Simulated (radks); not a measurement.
Question: These are the eigenvalues of the occupied orbitals of an atom or ion with whole-number occupations (eV). All-electron calculation, Dirac Kohn-Sham, PBE, spin-unpolarised, spherical densities, point nucleus. Program: a radial shooting solver on a logarithmic mesh with Libxc functionals.

orbital  eigenvalue
1s1/2     -48925.93
2s1/2     -9850.848
2p1/2     -9472.562
2p3/2     -8861.919
3s1/2     -3609.431
3p1/2     -3460.454
3p3/2     -3315.963
3d3/2     -3085.475
3d5/2     -3051.915

Which element is it, and in what charge state? The configuration may be excited. Open shells, if any, are shared by 2j + 1.

Answer: Z = 62, samarium, charge +41: Sm41+ in [Ar] 3d3. The list shows which subshells hold electrons but not how many an open one holds; the 1s level, -1798 hartree, gives Z - s = 60.0 by -(Z - s)^2/2, which with screening and relativity narrows Z to a few neighbours, and the depths of the outer levels then fix element, charge and occupations together.
